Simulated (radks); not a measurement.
Initial-state core-level shifts of neutral sulfur when its valence configuration changes from [Ne] 3s2 3p4. Method: Dirac Kohn-Sham, PBEsol, spin-unpolarised, spherical densities, point nucleus; open shells are shared between the two j in proportion to 2j + 1; computed with a radial shooting solver on a logarithmic mesh with Libxc functionals. Shifts are changes of the shell-averaged eigenvalues in eV (positive: less bound).

\begin{tabular}{lrrr}
valence & 1s & 2s & 2p \\ \hline
3s1 3p5 & -1.461 & -1.435 & -1.420 \\
3s1.5 3p4.5 & -0.742 & -0.728 & -0.720 \\
3s0.5 3p5.5 & -2.159 & -2.125 & -2.100 \\
3p6 & -2.837 & -2.797 & -2.763 \\
\end{tabular}
